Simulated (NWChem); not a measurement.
CH4AlIO2; SMILES C[O][Al]([OH])[I]

```xyz
9

Al     0.4197    -0.9838    -0.0003
I     -0.1391     1.4112     0.0000
O      2.0239    -1.5270    -0.0004
H      2.8046    -0.9711     0.0072
O     -0.8491    -2.0805     0.0003
C     -1.1135    -3.4448     0.0000
H     -1.7046    -3.7227     0.8900
H     -1.7061    -3.7221    -0.8894
H     -0.1954    -4.0595    -0.0007
```
Atoms are numbered in this order, from 1.

Program: NWChem. All runs use the structure optimised with PBE0/def2-SVP. Not confirmed as a minimum by frequencies. def2 effective core potentials on I; no spin-orbit coupling.

**Question.** Predict the results for PW91/def2-SVP. Quantities: highest occupied level (eV); orbital gap (eV); dipole (D).

**Answer.** 
| Quantity | Result |
|---|---|
| highest occupied level (eV) | -6.49 |
| orbital gap (eV) | 4.93 |
| dipole (D) | 1.45 |
